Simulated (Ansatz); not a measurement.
H$_{7}$OPSi$_{2}$, SMILES `O[SiH]([SiH3])P`. Charge 0, multiplicity 1.

Cartesian coordinates in Å:
```
O -1.340 0.986 -1.310
Si 0.017 0.700 -0.409
Si 0.401 -1.602 -0.494
P -0.262 1.484 1.693
H -1.661 1.889 -1.350
H 1.191 1.457 -0.938
H 0.582 -2.095 -1.887
H -0.738 -2.323 0.134
H 1.636 -1.897 0.283
H -0.873 0.305 2.197
H 1.048 1.096 2.083
```

Give the diagnostics of a CCSD(T)/def2-TZVPP run (frozen core, Ansatz 0.2.0). (An estimate is asked.)

Computed: T1 = 0.0135, largest single amplitude 0.014, largest double 0.020, (T) share of the correlation energy 3.6 %, 9 CCSD cycles. The RHF solution is stable towards an unrestricted one. T1 lies under the customary mark of 0.02 for closed shells.
